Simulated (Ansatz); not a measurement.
Q: Predict a relaxed structure of `CCC(C)(CC(C)(CC(C)(C)C(=O)OCc1ccccc1)C(=O)OC)C(=O)OC1CCOC1=O`, charge 0, singlet, at PBE-D4/def2-SVP (Ansatz).

A: 
Cartesian coordinates in Å:
```
C 3.196 -1.487 3.040
C 3.328 -2.247 1.721
C 2.651 -1.621 0.450
C 2.831 -2.626 -0.701
C 1.170 -1.312 0.770
C 0.191 -0.901 -0.378
C 0.758 0.234 -1.240
C -1.119 -0.504 0.377
C -2.372 0.046 -0.369
C -2.229 1.527 -0.799
C -2.799 -0.817 -1.564
C -3.521 0.027 0.658
O -4.612 -0.487 0.486
O -3.176 0.694 1.788
C -4.207 0.832 2.801
C -5.050 2.058 2.555
C -4.648 3.309 3.064
C -5.405 4.461 2.807
C -6.575 4.374 2.035
C -6.982 3.132 1.522
C -6.224 1.980 1.778
C -0.116 -2.169 -1.190
O -0.536 -3.204 -0.705
O 0.134 -2.032 -2.518
C -0.146 -3.193 -3.311
C 3.398 -0.309 0.208
O 3.193 0.738 0.795
O 4.403 -0.453 -0.707
C 5.241 0.702 -0.916
C 4.840 1.471 -2.168
C 5.565 0.686 -3.269
O 6.762 0.177 -2.647
C 6.625 0.133 -1.287
O 7.469 -0.310 -0.550
H 3.584 -0.452 2.965
H 2.144 -1.425 3.382
H 3.769 -2.007 3.834
H 2.895 -3.265 1.829
H 4.403 -2.396 1.480
H 3.892 -2.919 -0.804
H 2.501 -2.218 -1.674
H 2.237 -3.537 -0.490
H 1.157 -0.490 1.511
H 0.734 -2.206 1.261
H 0.083 0.484 -2.077
H 0.922 1.139 -0.624
H 1.726 -0.050 -1.697
H -0.838 0.240 1.149
H -1.430 -1.416 0.928
H -3.212 1.927 -1.125
H -1.530 1.636 -1.648
H -1.869 2.154 0.039
H -2.051 -0.757 -2.377
H -2.921 -1.878 -1.272
H -3.772 -0.469 -1.960
H -3.650 0.915 3.753
H -4.826 -0.087 2.806
H -3.732 3.377 3.671
H -5.083 5.432 3.213
H -7.173 5.276 1.835
H -7.900 3.059 0.918
H -6.526 1.006 1.365
H -1.217 -3.470 -3.234
H 0.462 -4.056 -2.972
H 0.110 -2.923 -4.351
H 5.266 1.307 0.009
H 5.241 2.503 -2.101
H 3.744 1.535 -2.307
H 5.867 1.300 -4.139
H 4.961 -0.175 -3.632
```
 This is one stationary point.

Single mean-field runs in def2-SVP are fitted with def2-universal-jkfit.
